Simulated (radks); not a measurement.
Fractional charge and spin in the 5p shell of samarium: the spin-up occupation runs from 2 to 3 and the spin-down occupation from 2 to 3; the fullest corner is Sm2+, [Kr] 4d10 4f(up 3, down 3) 5s2 5p(up 3, down 3). Method: scalar-relativistic Kohn-Sham, r2SCAN, spin-polarised, spherical densities, finite nucleus; meta-GGA in the generalised Kohn-Sham scheme; Fermi nuclear charge, rms radius of each element as measured or else 0.836 A^(1/3) + 0.57 fm; computed with a radial shooting solver on a logarithmic mesh with Libxc functionals. Energy (eV) above the fullest corner. The planes named below are the two flat planes that join the four corners, with an edge along up + down = one added electron.

down \ up       2    2.25     2.5    2.75       3
2          99.254  84.023  69.572  55.895  42.989
2.25       84.023  69.656  56.058  43.223  31.147
2.5        69.572  56.058  43.301  31.297  20.039
2.75       55.895  43.223  31.297  20.111   9.659
3          42.989  31.147  20.039   9.659   0.000

Corners above the fullest one (they belong to Sm3+ and the next ion): (up 3, down 2) 42.989 eV, (up 2, down 3) 42.989 eV, (up 2, down 2) 99.254 eV. With half an added electron in each spin the energy lies 0.312 eV from the planes, and with half an added electron in spin up alone -1.549 eV. The planes are only a guide here: the flat-plane condition holds for ground states with one frontier orbital, while this shell lies below other occupied shells, so the corners above the fullest one are inner-hole states and not the ground states of those ions.
